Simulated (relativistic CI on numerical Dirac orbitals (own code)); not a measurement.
**Cd³⁶⁺: sensitivity of the levels to the model**

Base calculation: Dirac-Coulomb-Breit CI, orbitals from a KLI potential per configuration, model QED, unscaled Slater integrals.

Configuration list (outside the closed core [Ne]): 3s2, 3s 3p, 3p2, 3s 3d, 3d2, 3p 3d, 3p 4s, 3d 4s, 3s 4s, 3s 4p, 3s 4d, 3s 4f, 3s 5s, 3s 5p, 3s 5d, 3s 5f, 4s2, 3s 5g, 3s 6s, 3s 6p, 3s 6d. Levels of other configurations are missing.

Variants: (1) valence Slater integrals scaled by 0.9; (2) QED terms removed. Shifts of the energy above 3s2 1S_0, in eV, for the lowest level and the first level of each name with at least 55 % of one term (blank where a level changes its place among those of its configuration and J or its character, or is not in the variant):

| Level | Base | Δ(1) | Δ(2) |
| --- | --- | --- | --- |
| 3s2 1S_0 | 0.000 | 0.000 | 0.000 |
| 3s 3p 3P°_0 | 72.991 | +0.269 | +0.953 |
| 3s 3p 3P°_1 | 79.797 | -0.146 | +0.951 |
| 3s 3p 3P°_2 | 121.777 | +0.291 | +0.865 |
| 3s 3p 1P°_1 | 145.715 | -2.098 | +0.885 |
| 3p2 3P_0 | 176.119 | -0.718 | +1.922 |
| 3p2 1D_2 | 216.726 | +0.402 | +1.724 |
| 3p2 3P_1 | 217.630 | -0.058 | +1.846 |
| 3s 3d 3D_1 | 246.877 | -0.347 | +0.975 |
| 3s 3d 3D_2 | 249.503 | -0.454 | +1.031 |
| 3s 3d 3D_3 | 257.322 | -0.343 | +0.943 |
| 3p2 1S_0 | 283.687 | -1.812 | +1.748 |
| 3p 3d 3F°_2 | 325.724 | +0.423 | +1.956 |
| 3p 3d 3D°_1 | 344.911 | -1.437 | +1.949 |
| 3p 3d 3F°_3 | 345.401 | -0.167 | +1.919 |
| 3p 3d 3F°_4 | 384.842 | +0.423 | +1.835 |
| 3p 3d 3D°_3 | 387.488 | -0.833 | +1.861 |
| 3p 3d 3P°_0 | 387.869 | -0.954 | +1.865 |
| 3p 3d 3P°_1 | 388.186 | -0.959 | +1.864 |
| 3p 3d 1F°_3 | 408.590 | -2.316 | +1.845 |
| 3p 3d 1P°_1 | 414.751 | -2.971 | +1.830 |
| 3d2 3F_2 | 499.932 | -0.197 | +1.973 |

At this charge energies of transitions that change n are usually good to better than 1 %, and those within a shell (Δn = 0) to a few per cent.

Ionisation energy from the two ground configurations alone: base 2419.72 eV; QED terms removed 2420.66 eV. The NIST ASD value (semi-empirical) is 2427 eV.

LS names give the leading component of a level, which can be under half, so a name can repeat, a term be missing and a line seem to break the LS rules.
